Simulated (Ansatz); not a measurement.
[CuI2]- (CuI₂⁻): single points at one geometry.

```yaml
crystal:
  periodic: [false, false, false]
  atoms:
    - {symbol: Cu, position_ang: [-0.000130, -0.000078, -0.000158]}
    - {symbol: I, position_ang: [-0.015760, -0.019877, 2.431628]}
    - {symbol: I, position_ang: [0.015890, 0.019944, -2.431470]}
basis:
  gaussian: {orbitals: def2-TZVPD, initial_orbitals: start.molden}
total_charge: -1
hamiltonian: {xc: {name: wB97X-V}}
scf: {omitted_lower_state_checks: [starts]}
output: {orbitals: {seedname: orbitals}}
```

The file start.molden holds the orbitals of an earlier run on this structure, at another level or in another basis.

```sh
$ ansatz run in.yaml --threads 4 --pin off --events-out ev --progress --plain --max-ram 3916MiB
```

Output, abridged:

```
Functional definition: wB97X-V
1424 factors; their error is unknown
303 factors; integrals over basis functions are off by at most 4.5e-5 eV
mean field evaluation 1: about -60843.9279 eV, gradient 5.1e0 eV
mean field evaluation 2: about -60843.9861 eV, gradient 7.7e-2 eV
mean field evaluation 4: about -60844.3636 eV, gradient 3.4e-4 eV
mean field evaluation 8: about -60844.3636 eV, gradient 2.1e-5 eV
mean field -60844.36357712 eV, -2235.9891196683 hartree, gradient 2.1e-5 eV, S^2 0.000000; 0 other end points of the search recorded, 0 dependent functions left out
reference -60844.36357433 eV, -2235.9891195658 hartree; 40, 40 occupied and 126, 126 virtual orbitals, 1424 factors
Total energy: -60844.36357433 eV, -2235.9891195658 hartree
Checks for a lower state left out: starts
```

Hardware: 4 threads of Intel Xeon Platinum 8559C on a shared host. Wall time 4.3 s, peak host memory 0.61 GiB.

As the first input, with `hamiltonian: {xc: {name: B97M-V}}` (abridged; 3.9 s):

```
Functional definition: B97M-V
mean field -60839.21100282 eV, -2235.7997660552 hartree, gradient 2.5e-5 eV, S^2 0.000000
Total energy: -60839.21108945 eV, -2235.7997692390 hartree
Checks for a lower state left out: starts
```

First input, but with `hamiltonian: {xc: {name: wB97M-V}}` (abridged; 4.9 s):

```
Functional definition: wB97M-V
mean field -60846.07062846 eV, -2236.0518526478 hartree, gradient 2.1e-5 eV, S^2 0.000000
Total energy: -60846.07070002 eV, -2236.0518552776 hartree
Checks for a lower state left out: starts
```

The first input with `gaussian: {orbitals: def2-SVPD, initial_orbitals: start.molden}`, `hamiltonian: {xc: pbe, dispersion: d4}` (abridged; 0.7 s):

```
Functional definition: PBE
mean field -60834.92823911 eV, -2235.6423773918 hartree, gradient 1.0e-5 eV, S^2 0.000000
Total energy: -60835.03892291 eV, -2235.6464449464 hartree
Checks for a lower state left out: starts
```

The first input with `hamiltonian: {xc: {name: LC-wPBE}}` (abridged; 1.6 s):

```
Functional definition: LC-wPBE
mean field -60845.74673253 eV, -2236.0399496922 hartree, gradient 9.7e-6 eV, S^2 0.000000
Total energy: -60845.74673254 eV, -2236.0399496924 hartree
Checks for a lower state left out: starts
```

The first input with `correlation: {method: mp2, frozen_orbitals: {Cu: 9, I: 4}}` and without the key `hamiltonian` (abridged; 2.2 s):

```
Functional definition: HF
mean field -60748.73081495 eV, -2232.4746804808 hartree, gradient 6.2e-6 eV, S^2 0.000000
17 core orbitals not correlated: weight in the atoms' cores, before any rotation towards them, 1.000 or more for the frozen orbitals, at most 0.000 for the correlated occupied ones
second order -39.21412705 eV of doubles, -0.00000000 eV of singles
Total energy: -60787.94494200 eV, -2233.9157730697 hartree
Checks for a lower state left out: starts
```

First input, but with `hamiltonian: {xc: pbe, dispersion: d4}` (abridged; 1.1 s):

```
Functional definition: PBE
mean field -60842.11864387 eV, -2235.9066198931 hartree, gradient 5.0e-5 eV, S^2 0.000000
Total energy: -60842.22934404 eV, -2235.9106880494 hartree
Checks for a lower state left out: starts
```

Geometry: r2SCAN-D4/def2-TZVPD.

In the def2 sets I takes a core potential; there is no spin–orbit coupling. LC-ωPBE has ω = 0.4 bohr⁻¹. Correlated methods freeze 17 core orbitals; core or outer-core shells of I are correlated, in sets that lack core-valence functions.
